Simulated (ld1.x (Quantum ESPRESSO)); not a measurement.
An all-electron radial function and its pseudo partner (Ti (Z = 22))

Columns: radius, all-electron u(r) and pseudo u(r) of the 3s shell (level -62.63 eV) of titanium in the configuration [Ne] 3s2 3p6 3d2 4s2 4p0; PBE, scalar-relativistic, RRKJ scheme, ld1.x (Quantum ESPRESSO) 7.5.

```tsv
r (bohr)	all-electron	pseudo
0.118	-0.2071	0.0922
0.235	-0.5762	0.2036
0.353	-0.2167	0.3571
0.470	0.3158	0.5624
0.588	0.7467	0.8021
0.705	1.0020	1.0043
0.822	1.1045	1.1040
0.940	1.0975	1.0975
1.058	1.0232	1.0232
1.175	0.9156	0.9156
1.292	0.7960	0.7960
1.410	0.6767	0.6767
1.528	0.5663	0.5663
1.645	0.4690	0.4690
1.763	0.3842	0.3842
1.880	0.3130	0.3130
1.998	0.2531	0.2531
2.115	0.2040	0.2040
2.232	0.1638	0.1638
2.350	0.1309	0.1309
2.468	0.1044	0.1044
2.585	0.0832	0.0832
2.702	0.0661	0.0661
2.820	0.0524	0.0524
2.938	0.0415	0.0415
3.055	0.0329	0.0329
```

**Question.** How many radial nodes do the two functions have?

**Answer.** The all-electron 3s function has n − l − 1 = 2 (the table is too coarse to show those close to the nucleus); the pseudo-wave has 0, since the states of the same l below it are removed with the core.

**Question.** At about which radius was the pseudo-wave matched?

**Answer.** 0.95 bohr. The columns agree to 0.0005 from 0.82 bohr on; several derivatives are matched, so the curves merge somewhat inside the radius.

**Question.** Is the pseudo-wave norm-conserving?

**Answer.** Yes: the RRKJ scheme keeps the norm inside the radius equal to the all-electron one, which fixes the energy derivative of the logarithmic derivative at the level.
